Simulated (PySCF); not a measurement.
A run for PySCF: R-M06-2X/6-31G* on HF (SMILES F).

```python
from pyscf import gto, scf, dft, mp
from pyscf.data.elements import chemcore

mol = gto.M(
    atom='''
    F    -0.14212797   -0.33611991    2.93754820
    H     0.00303350   -0.11431694    2.04419509
    ''',
    basis='6-31g*',
    cart=True,
    charge=0, spin=0, verbose=3, max_memory=1800)
mf = dft.RKS(mol, xc='m062x')
mf.conv_tol = 1e-8
mf.max_cycle = 100
mf.kernel()
if not mf.converged:
    mf = mf.newton().run(mf.mo_coeff, mf.mo_occ)
```

It printed:

```
converged SCF energy = -100.384323606615
```

Self-consistency was reached.

Cost: roughly 0.5 core-seconds.
